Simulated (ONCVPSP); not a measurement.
**Building the ONCV potential for arsenic (As) (PBE, scalar-relativistic).**

The input file (ONCVPSP 4.0.1):

```
# ATOM AND REFERENCE CONFIGURATION
# atsym  z   nc   nv     iexc    psfile
  As 33.00    6    2        4      upf
#
#   n    l    f
    1    0    2.00
    2    0    2.00
    2    1    6.00
    3    0    2.00
    3    1    6.00
    3    2   10.00
    4    0    1.50
    4    1    3.50
#
# PSEUDOPOTENTIAL AND OPTIMIZATION
# lmax
    2
#
#   l,   rc,      ep,       ncon, nbas, qcut
    0    1.55    0.00    4    7    3.40
    1    1.55    0.00    4    8    5.40
    2    1.35    0.44    4    7    5.90
#
# LOCAL POTENTIAL
# lloc, lpopt,  rc(5),   dvloc0
    4    5    1.25    0.00
#
# VANDERBILT-KLEINMAN-BYLANDER PROJECTORs
# l, nproj, debl
    0    2    0.70
    1    2    0.90
    2    2    2.60
#
# MODEL CORE CHARGE
# icmod, fcfact, rcfact
    3    2.50    1.40
#
# LOG DERIVATIVE ANALYSIS
# epsh1, epsh2, depsh
   -2.00    5.00    0.02
#
# OUTPUT GRID
# rlmax, drl
    6.00    0.01
#
# TEST CONFIGURATIONS
# ncnf
    4
# nvcnf
#   n    l    f
    2
    4    0    2.00
    4    1    3.00
#
    2
    4    0    2.00
    4    1    2.00
#
    2
    4    0    2.00
    4    1    1.00
#
    2
    4    0    1.00
    4    1    4.00
#
```

Command:

```bash
oncvpsp.x < As.dat > As.out
```

The program printed (shortened: citation, most of the input echo, consistency checks and plot data are left out):

```
ONCVPSP  (Optimized Norm-Conservinng Vanderbilt PSeudopotential)
scalar-relativistic version 4.0.1

#   n    l    f        energy (Ha)
    1    0    2.00    -4.3071691E+02
    2    0    2.00    -5.4668477E+01
    2    1    6.00    -4.7939366E+01
    3    0    2.00    -7.0253254E+00
    3    1    6.00    -4.9441513E+00
    3    2   10.00    -1.5245028E+00
    4    0    1.50    -5.4912177E-01
    4    1    3.50    -2.0297648E-01

Reference configufation results
  iterations    23
  all-electron total energy (Ha)   -2.26063454D+03

Begin loop to  construct optimized pseudo wave functions
and semi-local pseudopoentials for all angular momenta

   Wellstate for l =  0  n =  5
     eigenvalue =   0.1509
     asymptotic potential =   0.6509
     half-point radius =  6.6882

Calculating optimized projector #   1

 for l=   0

    Fraction of norm inside rc  0.326596
    Optimizing pswf for qcut=   3.39 a_B^-1,  ecut=   5.75 Ha
    Residual kinetic energy error=  1.77D-02 Ha

    Energy error per electron        Cutoff
         Ha          eV             Ha
         0.01000     0.27211        6.96
         0.00100     0.02721       35.17
         0.00010     0.00272       46.95
         0.00001     0.00027       54.29

Calculating optimized projector #   2

 for l=   0

    Fraction of norm inside rc  0.072874
    Optimizing pswf for qcut=   3.39 a_B^-1,  ecut=   5.75 Ha
    Residual kinetic energy error=  6.90D-03 Ha

    Energy error per electron        Cutoff
         Ha          eV             Ha
         0.01000     0.27211        5.12
         0.00100     0.02721       15.74
         0.00010     0.00272       58.76
         0.00001     0.00027       72.85

   Wellstate for l =  1  n =  5
     eigenvalue =   0.6970
     asymptotic potential =   1.1970
     half-point radius =  4.2687

Calculating optimized projector #   1

 for l=   1

    Fraction of norm inside rc  0.159663
    Optimizing pswf for qcut=   5.41 a_B^-1,  ecut=  14.64 Ha
    Residual kinetic energy error=  5.05D-05 Ha

    Energy error per electron        Cutoff
         Ha          eV             Ha
         0.01000     0.27211        2.61
         0.00100     0.02721        8.64
         0.00010     0.00272       12.30
         0.00001     0.00027       76.24

Calculating optimized projector #   2

 for l=   1

    Fraction of norm inside rc  0.125810
    Optimizing pswf for qcut=   5.41 a_B^-1,  ecut=  14.64 Ha
    Residual kinetic energy error=  1.88D-03 Ha

    Energy error per electron        Cutoff
         Ha          eV             Ha
         0.01000     0.27211        3.25
         0.00100     0.02721       22.13
         0.00010     0.00272      100.20
         0.00001     0.00027      116.23

   Wellstate for l =  2  n =  4
     eigenvalue =   0.4400
     asymptotic potential =   0.9400
     half-point radius =  3.7155

   Wellstate for l =  2  n =  5
     eigenvalue =   3.0400
     asymptotic potential =   3.5400
     half-point radius =  2.5998

Calculating optimized projector #   1

 for l=   2

    Fraction of norm inside rc  0.050562
    Optimizing pswf for qcut=   5.90 a_B^-1,  ecut=  17.41 Ha
    Residual kinetic energy error=  8.66D-02 Ha

    Energy error per electron        Cutoff
         Ha          eV             Ha
         0.01000     0.27211       76.18
         0.00100     0.02721       94.59
         0.00010     0.00272      130.34

Calculating optimized projector #   2

 for l=   2

    Fraction of norm inside rc  0.156904
    Optimizing pswf for qcut=   5.90 a_B^-1,  ecut=  17.41 Ha
    Residual kinetic energy error=  2.35D-01 Ha

    Energy error per electron        Cutoff
         Ha          eV             Ha
         0.01000     0.27211      115.77
         0.00100     0.02721      133.92
         0.00010     0.00272      180.89

Construct Vanderbilt / Kleinmman-Bylander projectors

B matrix Hermiticity error, ll=   0
   1   2    3.1307E-05

  Orthonormal projector coefficients  2.2177E+01  4.7365E+00

B matrix Hermiticity error, ll=   1
   1   2    3.9790E-05

  Orthonormal projector coefficients  1.9049E+01  2.8138E+00

B matrix Hermiticity error, ll=   2
   1   2    1.3127E-04

  Orthonormal projector coefficients -2.3467E+01  2.0675E+01

Model core correction analysis
  based on d2Exc/dn_idn_j

d2excae - all-electron derivatives

   -3.172929D-02   -2.473175D-02
   -2.473155D-02   -2.497445D-02

d2excps - pseudofunction derivatives with no core correction

   -4.067450D-02   -2.850866D-02
   -2.851241D-02   -2.639794D-02

rms 2nd derivative error    5.258398E-03

rmatch, rhocmatch    1.3722    1.0240

Teter function model core charge with specified parameters

d2excps - pseudofunction derivatives with core correction

   -3.313300D-02   -2.504061D-02
   -2.504143D-02   -2.487328D-02

rms 2nd derivative error    7.368971E-04

Pseudoatom total energy   -6.043305

Diagnostic tests using Vanderbilt-Kleinman-Bylander pseudopotentials
  1 or more projectors used as specified by nproj input data

   l    rcore       rmatch      e in        delta e   norm test  slope test

   0   1.5558255   1.6030637  -0.5491218  -0.0000032   1.0000417   0.9996675
   0   1.5558255   1.6030637   0.1508782   0.0000036   1.0001589   1.0001589

   1   1.5558255   1.6030637  -0.2029765   0.0000029   1.0000309   1.0000221
   1   1.5558255   1.6030637   0.6970235   0.0000135   1.0001646   1.0001646

   2   1.3558365   1.3970026   0.4400000   0.0000264   1.0005753   1.0005753
run_diag: lschvkbbe ERROR   2   3   2  60  3.04000000E+00  2.68600000E+00
   2   1.3558365   1.3970026   3.0400000  -0.3540000   1.5341075   6.5357818

 Testing for bound ghosts
   n   l    E NL Schr. Eq   E Basis Diag.   E Cutoff

   1   0       -0.549125       -0.541928     77.01

   2   1       -0.202974       -0.168338    123.94

       2                       -1.066844    137.83  WARNING - GHOST(-)

 Testing for highly-localized positive-energy ghosts
       l    <radius>/rc     E Basis Diag.   E Cutoff

       0        0.360878        2.860209     77.01  WARNING - GHOST(+)

       2        0.764275       73.105768    137.83  WARNING - GHOST(+)

Test configuration 0

   n   l     f        eae           eps        diff
   1   0  2.0000 -430.71690897
   2   0  2.0000  -54.66847728
   2   1  6.0000  -47.93936625
   3   0  2.0000   -7.02532537
   3   1  6.0000   -4.94415133
   3   2 10.0000   -1.52450276
   4   0  1.5000   -0.54912177   -0.54912497   -3.21D-06
   4   1  3.5000   -0.20297648   -0.20297353    2.95D-06

    Total energies and differences
      AE_ref= -2.26063454D+03  AE_tst= -2.26063454D+03  dif=  0.00D+00
      PS_ref= -6.04330485D+00  PS_tst= -6.04330485D+00  dif=  3.02D-14
      PSP excitation error= -3.02D-14

Test configuration 1

   n   l     f        eae           eps        diff
   1   0  2.0000 -430.68474654
   2   0  2.0000  -54.63741766
   2   1  6.0000  -47.90834793
   3   0  2.0000   -6.99360286
   3   1  6.0000   -4.91255763
   3   2 10.0000   -1.49369658
   4   0  2.0000   -0.53265325   -0.53239051    2.63D-04
   4   1  3.0000   -0.19091332   -0.19082950    8.38D-05

    Total energies and differences
      AE_ref= -2.26063454D+03  AE_tst= -2.26080651D+03  dif= -1.72D-01
      PS_ref= -6.04330485D+00  PS_tst= -6.21524409D+00  dif= -1.72D-01
      PSP excitation error= -2.88D-05

Test configuration 2

   n   l     f        eae           eps        diff
   1   0  2.0000 -431.04793338
   2   0  2.0000  -54.99773572
   2   1  6.0000  -48.26903610
   3   0  2.0000   -7.35274464
   3   1  6.0000   -5.27167127
   3   2 10.0000   -1.85213267
   4   0  2.0000   -0.85830378   -0.85858510   -2.81D-04
   4   1  2.0000   -0.49022998   -0.49040589   -1.76D-04

    Total energies and differences
      AE_ref= -2.26063454D+03  AE_tst= -2.26047028D+03  dif=  1.64D-01
      PS_ref= -6.04330485D+00  PS_tst= -5.87897964D+00  dif=  1.64D-01
      PSP excitation error= -6.50D-05

Test configuration 3

   n   l     f        eae           eps        diff
   1   0  2.0000 -431.48242963
   2   0  2.0000  -55.42607330
   2   1  6.0000  -48.69813149
   3   0  2.0000   -7.77848885
   3   1  6.0000   -5.69728781
   3   2 10.0000   -2.27619489
   4   0  2.0000   -1.22918273   -1.23123033   -2.05D-03
   4   1  1.0000   -0.83306953   -0.83451565   -1.45D-03

    Total energies and differences
      AE_ref= -2.26063454D+03  AE_tst= -2.25981179D+03  dif=  8.23D-01
      PS_ref= -6.04330485D+00  PS_tst= -5.21969171D+00  dif=  8.24D-01
      PSP excitation error= -8.65D-04

Test configuration 4

   n   l     f        eae           eps        diff
   1   0  2.0000 -430.74810593
   2   0  2.0000  -54.69860503
   2   1  6.0000  -47.96944350
   3   0  2.0000   -7.05614089
   3   1  6.0000   -4.97483366
   3   2 10.0000   -1.55439446
   4   0  1.0000   -0.56486363   -0.56511492   -2.51D-04
   4   1  4.0000   -0.21454709   -0.21462292   -7.58D-05

    Total energies and differences
      AE_ref= -2.26063454D+03  AE_tst= -2.26046043D+03  dif=  1.74D-01
      PS_ref= -6.04330485D+00  PS_tst= -5.86913425D+00  dif=  1.74D-01
      PSP excitation error= -5.92D-05
```

Note: ghosts flagged at negative energy: d at -29.0 eV; GHOST(+) flagged for s at 77.8 eV. A true bound ghost makes a file unfit for plane-wave use.

The run took about 3 s on one core of a shared server CPU.
